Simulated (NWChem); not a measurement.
System: C$_{3}$H$_{4}$Cl$_{2}$Si; SMILES [SiH3]C(Cl)=C=CCl

Input file for NWChem:

```
start job
memory heap 200 mb stack 900 mb global 1100 mb
geometry units angstroms noautosym nocenter noautoz
  Si    -1.496046     1.831779    -0.111975
  C      0.074128     0.810820     0.126302
  Cl     1.565851     1.693976    -0.138259
  C      0.088398    -0.454949     0.460108
  C      0.044916    -1.715107     0.811082
  Cl    -0.020074    -3.020229    -0.323696
  H     -2.677523     0.957453     0.134376
  H     -1.514264     2.363312    -1.505150
  H     -1.475793     2.970343     0.851534
  H      0.048604    -2.035873     1.857419
end
basis spherical
  * library def2-svp
end
dft
  xc pbe0
  iterations 150
end
cosmo
  do_cosmo_smd true
  solvent toluene
end
task dft energy
```

Excerpt of the output:

```
             Northwest Computational Chemistry Package (NWChem) 7.3.0
             --------------------------------------------------------

                             Geometry "geometry" -> ""
                             -------------------------

 Output coordinates in angstroms (scale by  1.889725989 to convert to a.u.)

  No.       Tag          Charge          X              Y              Z
 ---- ---------------- ---------- -------------- -------------- --------------
    1 Si                  14.0000    -1.49604600     1.83177900    -0.11197500
    2 C                    6.0000     0.07412800     0.81082000     0.12630200
    3 Cl                  17.0000     1.56585100     1.69397600    -0.13825900
    4 C                    6.0000     0.08839800    -0.45494900     0.46010800
    5 C                    6.0000     0.04491600    -1.71510700     0.81108200
    6 Cl                  17.0000    -0.02007400    -3.02022900    -0.32369600
    7 H                    1.0000    -2.67752300     0.95745300     0.13437600
    8 H                    1.0000    -1.51426400     2.36331200    -1.50515000
    9 H                    1.0000    -1.47579300     2.97034300     0.85153400
   10 H                    1.0000     0.04860400    -2.03587300     1.85741900

 Effective nuclear repulsion energy (a.u.)     362.6817461356

                                 NWChem DFT Module
                                 -----------------

 Summary of "ao basis" -> "ao basis" (spherical)
 ------------------------------------------------------------------------------
       Tag                 Description            Shells   Functions and Types
 ---------------- ------------------------------  ------  ---------------------
 Si                         def2-svp                 8       18   4s3p1d
 C                          def2-svp                 6       14   3s2p1d
 Cl                         def2-svp                 8       18   4s3p1d
 H                          def2-svp                 3        5   2s1p

 in cosmo_initialize ...
 calling solv_data for solv:toluene

 solvent parameters
 solvname_short: toluene
 solvname_long:  toluene
 dielec:        2.3741
 dielecinf:     2.2383
 nonaqueous SMD model solvent descriptors
 dielec:        2.3741
 sola:          0.0000
 solb:          0.1400
 solc:          0.8570
 solg:         40.2000
 solh:          0.0000
 soln:          1.4961

          ---------------
          -cosmo- solvent
          ---------------
 Cosmo: York-Karplus, doi: 10.1021/jp992097l
 dielectric constant -eps-     =   2.37
 screen = (eps-1)/(eps    )    =   0.57879
 surface charge correction     = lagrangian

   van der Waals surface
 --------------------------

 ---------- ATOMIC COORDINATES (A.U.) ------------ VDWR(ANG.) --
     1   -2.82711701    3.46156038   -0.21160207     2.470
     2    0.14008161    1.53222763    0.23867617     1.850
     3    2.95902933    3.20115047   -0.26127163     2.380
     4    0.16704800   -0.85972895    0.86947805     1.850
     5    0.08487893   -3.24108227    1.53272273     1.850
     6   -0.03793436   -5.70740523   -0.61169674     2.380
     7   -5.05978480    1.80932382    0.25393382     1.200
     8   -2.86154403    4.46601211   -2.84432107     1.200
     9   -2.78884439    5.61313436    1.60916593     1.200
    10    0.09184824   -3.84724212    3.51001296     1.200
 number of segments per atom =        128
 number of   points per atom =        128
 atom (   nspa,  nppa )
 ----------------------
    1 (     88,     0 )       0
    2 (      9,     0 )       0
    3 (     95,     0 )       0
    4 (     41,     0 )       0
    5 (     33,     0 )       0
    6 (    103,     0 )       0
    7 (     34,     0 )       0
    8 (     32,     0 )       0
    9 (     33,     0 )       0
   10 (     52,     0 )       0
 number of -cosmo- surface points =      520
 molecular surface =    189.435 angstrom**2
 molecular volume  =    181.395 angstrom**3
 -lineq- algorithm             =   0
 -bem- low  level              =   3
 -bem- from -octahedral-
 gaussian surface charge width =   4.50000
 degree of switching           =   1.00000
 switching function tolerance  =   0.00010
 atomic radii =
 --------------
    1 14.000  2.470
    2  6.000  1.850
    3 17.000  2.380
    4  6.000  1.850
    5  6.000  1.850
    6 17.000  2.380
    7  1.000  1.200
    8  1.000  1.200
    9  1.000  1.200
   10  1.000  1.200
 ...... end of -cosmo- initialization ......

 nat:                    10
 ixmem:                  5529
 calling mnsol_interface()
 G(SMD-CDS) energy (kcal/mol)  =    -2.255
 SMD-CDS SASA (angstrom**2)    =   187.250

            General Information
            -------------------
          SCF calculation type: DFT
          Wavefunction type:  closed shell.
          No. of atoms     :    10
          No. of electrons :    70
           Alpha electrons :    35
            Beta electrons :    35
          Charge           :     0
          Spin multiplicity:     1
          Use of symmetry is: off; symmetry adaption is: off
          Maximum number of iterations: 150
          AO basis - number of functions:   116
                     number of shells:    54
          Convergence on energy requested:  1.00D-06
          Convergence on density requested:  1.00D-05
          Convergence on gradient requested:  5.00D-04

              XC Information
              --------------
                         PBE0 Method XC Functional
                     Hartree-Fock (Exact) Exchange  0.250
          PerdewBurkeErnzerhof Exchange Functional  0.750
            Perdew 1991 LDA Correlation Functional  1.000 local
           PerdewBurkeErnz. Correlation Functional  1.000 non-local

             Grid Information
             ----------------
          Grid used for XC integration:  medium
          Radial quadrature: Mura-Knowles
          Angular quadrature: Lebedev.
          Tag              B.-S. Rad. Rad. Pts. Rad. Cut. Ang. Pts.
          ---              ---------- --------- --------- ---------
          Si                  1.10       88          12.0       590
          C                   0.70       49          12.0       434
          Cl                  1.00       88          14.0       590
          H                   0.35       45          13.0       434
          Grid pruning is: on
          Number of quadrature shells:   591
          Spatial weights used:  Erf1

      Superposition of Atomic Density Guess
      -------------------------------------

 Sum of atomic energies:       -1322.25713036

      Non-variational initial energy
      ------------------------------

 Total energy =   -1324.758979
 1-e energy   =   -2546.240103
 2-e energy   =     858.799378
 HOMO         =      -0.272113
 LUMO         =      -0.010113

   convergence    iter        energy       DeltaE   RMS-Dens  Diis-err
 ---------------- ----- ----------------- --------- --------- ---------
     COSMO gas phase
 d= 0,ls=0.0,diis     1  -1325.4369408718 -1.69D+03  1.07D-02  5.83D-01
 d= 0,ls=0.0,diis     2  -1325.4331667503  3.77D-03  7.32D-03  5.94D-01
 d= 0,ls=0.0,diis     3  -1325.5045376997 -7.14D-02  1.41D-03  4.30D-02
 d= 0,ls=0.0,diis     4  -1325.5093932930 -4.86D-03  5.54D-04  4.51D-03
 d= 0,ls=0.0,diis     5  -1325.5099514511 -5.58D-04  1.96D-04  4.75D-04
  Resetting Diis
 d= 0,ls=0.0,diis     6  -1325.5100175753 -6.61D-05  5.32D-05  1.40D-05
 d= 0,ls=0.0,diis     7  -1325.5100183247 -7.49D-07  6.06D-05  1.01D-05
 d= 0,ls=0.0,diis     8  -1325.5100145692  3.76D-06  3.98D-05  3.73D-05
 d= 0,ls=0.0,diis     9  -1325.5100197072 -5.14D-06  2.06D-06  5.31D-08
 d= 0,ls=0.0,diis    10  -1325.5100197138 -6.59D-09  5.78D-07  6.30D-09

   convergence    iter        energy       DeltaE   RMS-Dens  Diis-err
 ---------------- ----- ----------------- --------- --------- ---------
     COSMO solvation phase
 d= 0,ls=0.0,diis     1  -1325.5153932816 -5.37D-03  7.35D-04  4.68D-04
 d= 0,ls=0.0,diis     2  -1325.5155241824 -1.31D-04  1.91D-04  1.83D-04
 d= 0,ls=0.0,diis     3  -1325.5155424043 -1.82D-05  6.41D-05  7.59D-05
 d= 0,ls=0.0,diis     4  -1325.5155515081 -9.10D-06  2.44D-05  7.97D-06
 d= 0,ls=0.0,diis     5  -1325.5155524767 -9.69D-07  7.59D-06  7.03D-07

         Total DFT energy =    -1325.515552476745
      One electron energy =    -2549.158835793452
           Coulomb energy =      955.462307012099
    Exchange-Corr. energy =      -94.520339032437
 Nuclear repulsion energy =      362.681746135636

             COSMO energy =        0.019569201409

 Numeric. integr. density =       70.000009171209

                                COSMO-SMD solvation results
                                ---------------------------

             internal energy in gas <Psi(g)|H|Psi(g)> =     -1325.510019713753
         internal energy in solvent <Psi(s)|H|Psi(s)> =     -1325.509841494472
                               delta internal energy  =         0.000178219281 (    0.11 kcal/mol)
   total free energy in solvent <Psi(s)|H+V/2|Psi(s)> =     -1325.511958742675
 polarization energy contribution <Psi(s)|V/2|Psi(s)> =        -0.002117248203 (   -1.33 kcal/mol)
    total free energy in solvent including G(SMD-CDS) =     -1325.515552476745
                       G(SMD-CDS) energy contribution =        -0.003593734070 (   -2.26 kcal/mol)
     1 M fixed-concentration free energy of solvation =        -0.005532762992 (   -3.47 kcal/mol)

                       DFT Final Molecular Orbital Analysis
                       ------------------------------------

 Vector   33  Occ=2.000000D+00  E=-3.231023D-01
              MO Center=  9.3D-01,  1.3D+00, -8.7D-02, r^2= 3.6D+00
   Bfn.  Coefficient  Atom+Function         Bfn.  Coefficient  Atom+Function
  ----- ------------  ---------------      ----- ------------  ---------------
    44      0.462424   3 Cl py               43     -0.353710   3 Cl px
    41      0.332993   3 Cl py               40     -0.255840   3 Cl px
    38      0.192469   3 Cl py               37     -0.147688   3 Cl px
     8     -0.143553   1 Si px               22      0.139928   2 C  px
    97      0.131090   7 H  s                23     -0.121779   2 C  py

 Vector   34  Occ=2.000000D+00  E=-2.857641D-01
              MO Center=  5.2D-01,  5.3D-01,  1.5D-01, r^2= 3.7D+00
   Bfn.  Coefficient  Atom+Function         Bfn.  Coefficient  Atom+Function
  ----- ------------  ---------------      ----- ------------  ---------------
    45      0.418686   3 Cl pz               56     -0.343692   4 C  pz
    24     -0.301538   2 C  pz               42      0.286571   3 Cl pz
    59     -0.219415   4 C  pz               27     -0.180772   2 C  pz
    39      0.165490   3 Cl pz               90     -0.145503   6 Cl py
    44      0.113926   3 Cl py               87     -0.112224   6 Cl py

 Vector   35  Occ=2.000000D+00  E=-2.784649D-01
              MO Center=  3.7D-02, -1.3D+00,  2.2D-01, r^2= 4.1D+00
   Bfn.  Coefficient  Atom+Function         Bfn.  Coefficient  Atom+Function
  ----- ------------  ---------------      ----- ------------  ---------------
    89      0.423386   6 Cl px               54     -0.341836   4 C  px
    68     -0.324750   5 C  px               86      0.288816   6 Cl px
    57     -0.245781   4 C  px               71     -0.198186   5 C  px
    83      0.166441   6 Cl px               43     -0.151986   3 Cl px
    40     -0.110872   3 Cl px               22      0.087080   2 C  px

 Vector   36  Occ=0.000000D+00  E=-4.180739D-02
              MO Center= -2.8D-02, -2.1D-01,  2.5D-01, r^2= 4.3D+00
   Bfn.  Coefficient  Atom+Function         Bfn.  Coefficient  Atom+Function
  ----- ------------  ---------------      ----- ------------  ---------------
    27      0.471163   2 C  pz               59     -0.379853   4 C  pz
    56     -0.376810   4 C  pz               24      0.357696   2 C  pz
    90     -0.332540   6 Cl py               58     -0.234204   4 C  py
   103      0.227090   8 H  s                91     -0.225641   6 Cl pz
   108     -0.220770   9 H  s                13      0.217149   1 Si pz

 Vector   37  Occ=0.000000D+00  E=-3.508751D-02
              MO Center=  2.3D-01, -3.4D-01,  3.7D-01, r^2= 4.4D+00
   Bfn.  Coefficient  Atom+Function         Bfn.  Coefficient  Atom+Function
  ----- ------------  ---------------      ----- ------------  ---------------
    71      0.504095   5 C  px               57     -0.396061   4 C  px
    68      0.397241   5 C  px               43     -0.393739   3 Cl px
    54     -0.341717   4 C  px               36      0.267342   3 Cl s
    44     -0.259477   3 Cl py               25     -0.238269   2 C  px
    89     -0.219517   6 Cl px               26     -0.186642   2 C  py

 Vector   38  Occ=0.000000D+00  E= 2.917775D-02
              MO Center= -1.3D+00,  1.7D+00, -8.3D-02, r^2= 4.5D+00
   Bfn.  Coefficient  Atom+Function         Bfn.  Coefficient  Atom+Function
  ----- ------------  ---------------      ----- ------------  ---------------
    21      1.324376   2 C  s                11     -1.142351   1 Si px
    12      0.748188   1 Si py                4     -0.483013   1 Si s
    26      0.377289   2 C  py               20      0.283525   2 C  s
    43      0.270649   3 Cl px              103     -0.259669   8 H  s
    53     -0.242895   4 C  s                25     -0.240390   2 C  px

     Multipole analysis of the density
     ---------------------------------

     L   x y z        total         alpha         beta         nuclear
     -   - - -        -----         -----         ----         -------
     0   0 0 0     -0.000000    -35.000000    -35.000000     70.000000

     1   1 0 0     -0.463114     -1.137908     -1.137908      1.812703
     1   0 1 0      0.041650      0.778205      0.778205     -1.514759
     1   0 0 1      0.449203     -0.060979     -0.060979      0.571162

     2   2 0 0    -42.206782   -172.440690   -172.440690    302.674598
     2   1 1 0     -1.471956      4.996070      4.996070    -11.464096
     2   1 0 1      0.120342     -0.024005     -0.024005      0.168352
     2   0 2 0    -42.446187   -544.623667   -544.623667   1046.801148
     2   0 1 1     -1.925779      6.004190      6.004190    -13.934160
     2   0 0 2    -40.609032    -45.397366    -45.397366     50.185699
```

Level: PBE0/def2-SVP, SMD on the gas-phase geometry. Coordinates come from a PBE0/def2-SVP optimisation. Solvent: toluene.
